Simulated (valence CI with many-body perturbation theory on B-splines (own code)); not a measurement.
**Which ion has this spectrum?**

A relativistic CI+MBPT calculation for an atom or ion with 13 electrons gives these levels (cm⁻¹):

```csv
J,Parity,E,g
1/2,odd,0,0.66
3/2,odd,857576,1.33
1/2,even,891110,2.26
3/2,even,1592113,1.66
5/2,even,1690480,1.37
3/2,even,1822817,0.94
1/2,even,1888221,1.20
3/2,even,2200348,0.84
5/2,even,2316859,1.26
5/2,even,2573607,1.35
3/2,odd,2723575,1.23
1/2,even,2749921,1.85
3/2,even,2791004,1.20
3/2,odd,2836579,0.55
```

The energies are calculated, and their last digits are not significant.

Which is it?
A. Ce45+
B. La44+
C. Cs42+
D. Ba43+

B. La44+, ground level (3s^2 3p1/2) J=1/2.
